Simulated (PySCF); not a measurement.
SiCl₃I, SMILES Cl[Si](I)(Cl)Cl. Heavy atoms are numbered as in [Cl:1][Si:2]([Cl:3])([Cl:4])[I:5].

The structure is a stationary point at PBE0-D3(BJ)/def2-SVP. The def2 effective core potentials stand for the cores of I; spin–orbit coupling is left out.

Level of theory: PBE/def2-TZVP run with PySCF.

ESP charges are fitted to the potential on shells at 1.4 to 2.0 van der Waals radii. Atomic charges (e), one atom of each kind:

```tsv
atom	Mulliken	ESP fit
Cl1	-0.14	(withheld)
Si2	0.49	(withheld)
I5	-0.06	(withheld)
```

Task: Fill in the missing entries. (The exact figures need the calculation; the answer reports its results.)

Result: 
- Cl1, ESP fit: 0.06
- Si2, ESP fit: -0.27
- I5, ESP fit: 0.09

Computed Mayer and Wiberg (Löwdin basis) orders of the bonds:
```
bond     Mayer  Wiberg
-------  -----  ------
Cl1–Si2   1.24    1.89
Si2–Cl3   1.24    1.89
Si2–Cl4   1.24    1.89
Si2–I5    1.21    1.74
```
